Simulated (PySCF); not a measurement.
Input file for PySCF: D3(BJ) and D4 dispersion corrections on C2H6OSi (a complex), monomers drawn apart or pushed together.

```python
from pyscf import gto
from pyscf.dispersion import dftd3, dftd4

mol = gto.M(
    atom='''
    C     0.13515830    0.80273764    0.53672187
    C     0.22527198   -0.38889827    0.45588255
    H     0.05846152    1.86120077    0.60604576
    H     0.30894431   -1.44645933    0.38108975
    O    -1.12623887   -0.10691339    3.82092614
    Si    0.16527242   -0.05344713    4.84404603
    H    -0.93680123   -0.03474582    2.87739009
    H     1.12042699   -1.16179157    4.58857581
    H    -0.38253384   -0.17839915    6.21014215
    H     0.91375888    1.22387059    4.72390716
    ''',
    basis='def2-svp',
    charge=0, spin=0, verbose=0, max_memory=1800)
d3, d4 = {}, {}
for xc in ['hf', 'pbe', 'blyp', 'revpbe', 'tpss', 'r2scan', 'b3lyp', 'pbe0', 'bhlyp', 'camb3lyp', 'b2plyp']:
    d3[xc] = float(dftd3.DFTD3Dispersion(mol, xc=xc, version='d3bj', atm=False).get_dispersion()['energy'])
    print(f'D3(BJ) {xc:10s} {d3[xc]:14.8f} Eh')
for xc in ['hf', 'pbe', 'blyp', 'revpbe', 'tpss', 'r2scan', 'b3lyp', 'pbe0', 'bhlyp', 'camb3lyp', 'b2plyp']:
    d4[xc] = float(dftd4.DFTD4Dispersion(mol, xc={'camb3lyp': 'cam-b3lyp'}.get(xc, xc), atm=True).get_dispersion()['energy'])
    print(f'D4     {xc:10s} {d4[xc]:14.8f} Eh')
```

Output:

```
D3(BJ) hf            -0.04265557 Eh
D3(BJ) pbe           -0.00535514 Eh
D3(BJ) blyp          -0.01111917 Eh
D3(BJ) revpbe        -0.01320774 Eh
D3(BJ) tpss          -0.00675361 Eh
D3(BJ) r2scan        -0.00166062 Eh
D3(BJ) b3lyp         -0.00910289 Eh
D3(BJ) pbe0          -0.00469954 Eh
D3(BJ) bhlyp         -0.00707942 Eh
D3(BJ) camb3lyp      -0.00432718 Eh
D3(BJ) b2plyp        -0.00424097 Eh
D4     hf            -0.01674411 Eh
D4     pbe           -0.00484692 Eh
D4     blyp          -0.01040847 Eh
D4     revpbe        -0.01493001 Eh
D4     tpss          -0.00650682 Eh
D4     r2scan        -0.00137337 Eh
D4     b3lyp         -0.00763322 Eh
D4     pbe0          -0.00416866 Eh
D4     bhlyp         -0.00559928 Eh
D4     camb3lyp      -0.00423821 Eh
D4     b2plyp        -0.00343310 Eh
```

The run finished.

Cost: roughly 0.020 core-seconds.
